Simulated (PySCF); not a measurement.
Geometry:
| atom | x (Å) | y (Å) | z (Å) |
| --- | --- | --- | --- |
| C1 | -1.911 | 0.065 | -0.268 |
| N2 | -0.500 | -0.209 | -0.140 |
| C3 | -0.183 | -1.581 | 0.161 |
| C4 | 0.408 | 0.787 | -0.012 |
| Si5 | 2.269 | 0.431 | 0.091 |
| P6 | 0.117 | 2.471 | 0.016 |
| H7 | -2.343 | 0.431 | 0.671 |
| H8 | -2.426 | -0.849 | -0.557 |
| H9 | -2.071 | 0.816 | -1.044 |
| H10 | -0.632 | -2.236 | -0.591 |
| H11 | 0.892 | -1.736 | 0.157 |
| H12 | -0.572 | -1.867 | 1.146 |
| H13 | 2.575 | -0.263 | 1.350 |
| H14 | 2.977 | 1.701 | 0.028 |
| H15 | 2.674 | -0.444 | -1.018 |
| H16 | -1.280 | 2.491 | -0.002 |

- coordinates at the GFN2-xTB level
- GIAO PBE0/pcSseg-1 shieldings
- run in PySCF 2.14
- fast rotation and ring inversion assumed for equivalent nuclei, one conformer, relativity neglected, no solvent model

Shifts are taken against calculated references (same method and geometry level): TMS for $^{13}$C (186.93 ppm) and $^{1}$H (31.72 ppm) and $^{29}$Si (349.16 ppm); $^{15}$N (267.73 ppm) against NH3; H3PO4 for $^{31}$P (318.38 ppm).

| atoms | nucleus | count | Hirshfeld charge | δ (ppm) |
| --- | --- | --- | --- | --- |
| Si5 | $^{29}$Si | 1 | 0.29 | -73.3 |
| H16 | $^{1}$H | 1 | -0.03 | 4.97 |
| N2 | $^{15}$N | 1 | -0.03 | 131.7 |
| C4 | $^{13}$C | 1 | -0.09 | 200.7 |
| H13/H14/H15 | $^{1}$H | 3 | -0.07 | 4.60 |
| H7/H8/H9/H10/H11/H12 | $^{1}$H | 6 | 0.05 | 3.18 |
| P6 | $^{31}$P | 1 | -0.08 | ? |
| C1/C3 | $^{13}$C | 2 | -0.06 | ? |

Task: Fill in the missing shifts.

Result: 
- C1/C3: 46.0 ppm, carbon bonded to N, 3 H
- P6: 45.7 ppm, phosphorus bonded to C, H

Shifts are as computed. Against solution values, carbons near 30 ppm lie about +3 ppm off and those near 130 ppm about +5 ppm. Of 1211 compounds with measured shifts, 218 miss one by over three times the rms of a fit or turn the order of signals round; such compounds aren't used in these exercises. Experimental scales use liquid or dissolved standards, which lie at an offset from isolated NH3 (liquid NH3: subtract about 20 ppm) and H3PO4.
